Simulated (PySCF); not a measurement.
All values below come from PBE0-D3(BJ)/def2-TZVP run with PySCF. Gas-phase values, no solvent. One relaxed conformer stands for a flexible species; it need not be the lowest. Delta-SCF ions had no search for a lower state. Excitations are Tamm–Dancoff values on a coarser integration grid. The basis has no diffuse functions, so Rydberg states are missing or too high.

Reference species (SMILES): `C=C(O)C[SiH3]` (C–C–O–H torsion 0°, O–C–C–Si torsion -69°) (neutral, multiplicity 1).

The T1 excitation (TDA) comes out as 4.29 eV and the S1 excitation (TDA) comes out as 5.98 eV. The vertical ionisation energy (Delta-SCF) is 8.64 eV.

Changed species: `C([SiH3])/C=C/O` (H–O–C–C torsion -1°, C–C–C–Si torsion -111°).

### Question
Give the shifts of the T1 excitation (TDA), S1 excitation (TDA) and vertical ionisation energy (Delta-SCF).

### Answer
the T1 excitation (TDA) falls by 0.19 eV, to 4.10 eV; the S1 excitation (TDA) falls by 0.02 eV, to 5.96 eV; the vertical ionisation energy (Delta-SCF) decreases by 0.22 eV, to 8.42 eV.
